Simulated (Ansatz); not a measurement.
`[NH2][GeH3]` → NH₃ + `[GeH2]` at 298.15 K and 1 bar (germylene loss).

Calculated with Ansatz (gas phase, PBE0-D4/def2-TZVP geometries, no zero-point term in ΔE). CCSD(T)/CBS adds triple-zeta CCSD(T) − MP2 to the extrapolated MP2 energy (def2 sets, frozen cores). This one scheme is used for every species. For Ge outer-core shells are correlated without core-valence functions, which leaves a few kJ/mol of doubt a bond. Scalar relativity is left out up to krypton.

```csv
species,CCSD(T)/CBS energy (Eh),H − E (kJ/mol),S (J/(mol·K))
`[NH2][GeH3]`,-2133.81884,141.9,275.3
NH₃,-56.50880,100.5,192.4
`[GeH2]`,-2077.24753,38.7,220.4
```

H − E and S are ideal-gas, rigid-rotor, harmonic terms from PBE0-D4/def2-TZVP. 1 Eh = 2625.50 kJ/mol, R = 8.31446 J/(mol·K).

Task: By hand: ΔE, ΔH, ΔS and ΔG.

Result: ΔE = (-56.50880) + (-2077.24753) − (-2133.81884) = 0.06251 Eh = 164.1 kJ/mol. Δ(H − E) = 100.5 + 38.7 − 141.9 = -2.7, so ΔH = 161.4 kJ/mol. ΔS = 192.4 + 220.4 − 275.3 = 137.5 J/(mol·K). ΔG = 161.4 − 298.15 × (137.5)/1000 = 120.4 kJ/mol.

Task: By hand: the equilibrium constant, and the temperature at which ΔG would vanish if ΔH and ΔS stayed fixed.

Result: log₁₀ K = −ΔG/(RT ln 10) = -21.1. ΔG = 0 at ΔH/ΔS = 1174 K.

The number of gas molecules changes by +1, which sets the sign of ΔS. A doubt of 5 kJ/mol in ΔE shifts log₁₀ K by 0.9 here. These are equilibria of isolated gas molecules and say nothing of rates. Largest T1 diagnostic: 0.012 (customary marks: 0.02 for closed shells, 0.045 for open ones).
